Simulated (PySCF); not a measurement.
**Exercise with solution: chemical shift, span and skew from a shielding tensor**

SiF₂ClBr, SMILES F[Si](F)(Cl)Br. Atoms are numbered in the order given.

```xyz
5

F      1.3011     0.8172    -1.2879
Si     0.3942     0.5431     0.0000
F      1.3011     0.8172     1.2879
Cl    -1.1608     1.8348     0.0000
Br    -0.2630    -1.5287     0.0000
```

Coordinates come from a PBE0-D3(BJ)/def2-SVP optimisation. This is a generated structure with no PubChem entry under its InChIKey; it may be hypothetical.

GIAO shieldings from HF/pcSseg-1 in PySCF, non-relativistic, no solvent. The symmetric part of the tensor of F1 has the principal values 283.3, 292.6, 395.5 ppm. The same nucleus in CFCl3 has σ = 238.5 ppm at this level (PySCF, at its B3LYP-D3(BJ)/def2-TZVP geometry). Without spin–orbit terms, shifts of atoms bonded to Cl or Br come out too high.

### Question
Work out the isotropic shielding, the ¹⁹F shift against CFCl3, the span and the skew.

### Answer

σ(iso) = (σ11 + σ22 + σ33)/3 = 323.8 ppm. δ = σ(ref) − σ(iso) = 238.5 − (323.8) = -85.3 ppm.
Span Ω = σ33 − σ11 = 112.2 ppm. Skew κ = 3(σ(iso) − σ22)/Ω = 0.83. Tumbling in solution averages the tensor to δ; in a static solid the shielding alone would spread this spin-1/2 line over Ω.
